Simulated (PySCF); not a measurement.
Does the structure fit the spectrum?

A compound C₆H₆OSi gives the data below (simulated from a calculation) and was assigned the structure `CC#C[Si@@H]1C=CC1=O`.

$^{13}$C{$^{1}$H} NMR (computed): δ 181.0 (CH), 165.7 (CH), 132.4 (C), 101.6 (C), 99.8 (C), 20.0 (CH2).

$^{1}$H NMR (400 MHz, computed): δ 9.80 (s, 1H), 7.32 (t, 1H), 5.16 (m, 2H), 2.08 (m, 2H).

[PySCF 2.14: geometry: GFN2-xTB; GIAO PBE0/pcSseg-1 shieldings; non-relativistic; one conformer; rapidly exchanging positions averaged; in vacuum]

Shifts are taken against calculated references (same method and geometry level): $^{1}$H (σref 31.72) and $^{13}$C (σref 186.93) against TMS.

Q: Compare with the shifts computed for the proposed structure, pairing carbons in order of shift.

A: Mapped SMILES: `[CH3:1][C:2]#[C:3][Si@@H:4]1[CH:5]=[CH:6][C:7]1=[O:8]`; H(Xn) means a hydrogen on atom n.

| atom | computed for proposal | given list | difference |
| --- | --- | --- | --- |
| C7 | 222.0 | 181.0 | +41.0 |
| C5 | 191.5 | 165.7 | +25.8 |
| C6 | 176.5 | 132.4 | +44.1 |
| C2 | 120.8 | 101.6 | +19.2 |
| C3 | 80.6 | 99.8 | -19.2 |
| C1 | 6.2 | 20.0 | -13.8 |

The rms difference is 29.5 ppm and the largest +44.1 ppm at C6 (α carbon of a C=C–C=O unit). The carbon types in order of shift don't match either: C, CH, CH, C, C, CH3 for the proposal against CH, CH, C, C, C, CH2 in the data. The proposal doesn't fit.

Q: Which isomer fits?

A: SMILES O=CC#CC1=CC[SiH2]1.

- Carbon types of the structure: 3 × C, 2 × CH, 1 × CH2, leaving 2 H on heteroatoms.
- δC 181.0: aldehyde carbonyl carbon; the double bond to the heteroatom, with no lone-pair donor beside it, deshields it most.
- δC 132.4: fully substituted alkene carbon; the olefinic region.
- δC 101.6, 99.8: alkyne carbon; the triple bond shields along its axis, which puts it between sp3 and sp2 carbons.
- δH 9.80: hydrogen on an aldehyde carbonyl carbon; the formyl region, downfield of aromatic protons.

Other isomers checked: C[SiH2]C#CC#CC=O (rms 32.3 ppm).

The data come from this structure; uniqueness wasn't tested.

Shifts are as computed. Against solution values, carbons near 30 ppm lie about +3 ppm off and those near 130 ppm about +5 ppm. Of 1309 compounds with measured shifts, 239 miss one by over three times the rms of a fit or turn the order of signals round; such compounds aren't used in these exercises. No couplings were computed; multiplicities are counted from neighbouring protons, with m where these are inequivalent, close in shift, in a saturated or five-membered ring or joined by F or P, and br s for small geminal =CH2 splittings.
